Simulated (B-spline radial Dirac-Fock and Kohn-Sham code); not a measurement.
## Subshell cross sections of Cr¹⁸⁺, photon energy 9120 eV

System: the Cr¹⁸⁺ ion, configuration [He] 2s2 2p2.

Input file task.json (cfg lists n, l and occupation; rrms is the nuclear radius in fm):

```json
{"items": [{
  "Z": 24,
  "q": 18,
  "cfg": [[1, 0, 2], [2, 0, 2], [2, 1, 2]],
  "A": 52,
  "rrms": 3.6452,
  "do": ["binding", "quiet", "photo"],
  "hv": [40.81, 51.8, 80, 118.0, 150, 244.0, 965.0, 1253.6, 2970.0, 9120.0, 9251.7, 12100.0, 22162.9, 34800.0, 40000, 100000]
}]}
```

Command: `python xray_run.py task.json out`

These are calculated numbers from a radial atomic solver; the model is a relativistic central-field model (Hartree-Slater potential of the initial state, Latter tail, multipole expansion of the photon field, Dirac-Fock thresholds). The asymmetry parameter β is from the dipole term alone. Kinetic energies are from the vacuum level. Open shells are spread statistically over j, without multiplet splitting.

The last column is dσ/dΩ = σ/(4π) · [1 + β P₂(cos θ)] at θ = 0° from the polarisation vector of linearly polarised light.

| subshell | electrons | binding (eV) | kinetic (eV) | σ (kb) | β | dσ/dΩ (kb/sr) |
| --- | --- | --- | --- | --- | --- | --- |
| K (1s) | 2 | 6953.3 | 2166.7 | ? | ? | ? |
| L1 (2s) | 2 | 1452.3 | 7667.7 | 1.16 | 2.00 | 0.276 |
| L2 (2p1/2) | 0.67 | 1395.6 | 7724.4 | 0.0740 | 0.72 | 0.0101 |
| L3 (2p3/2) | 1.33 | 1385.1 | 7734.9 | 0.138 | 0.71 | 0.0188 |

Q: What are σ and β for K (1s)?

A: σ = 14.0 kb, the largest of all subshells and 91 % of the total, and β = 2.00, which gives dσ/dΩ = 3.35 kb/sr.
